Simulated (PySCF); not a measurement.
Computed IR spectrum (relative IR intensity) of a molecule C₂H₈O₂Si. The structure is a stationary point at PBE0-D3(BJ)/def2-SVP. Other conformers were not sampled. Computed with PBE0-D3(BJ)/def2-SVP (PySCF). Frequencies are harmonic and unscaled.

Lines under 2 % of the strongest are left out, and lines within 2 cm⁻¹ are merged.

```csv
ν (cm⁻¹),relative intensity
230,3.2
323,52
500,4.3
720,12
729,6.9
777,11
849,14
902,100
975,34
1095,32
1146,14
1177,41
1226,65
1376,9.7
1477,5.4
2185,51
2219,40
3007,24
3021,11
3083,13
3120,2.8
3136,9.2
3879,13
```

Task: Identify the compound among the candidates.
(A) OC[C@@H](O)[SiH3]
(B) OCC[SiH2]O
(C) CC[SiH](O)O
(D) CO[SiH2]CO

Result: D, CO[SiH2]CO
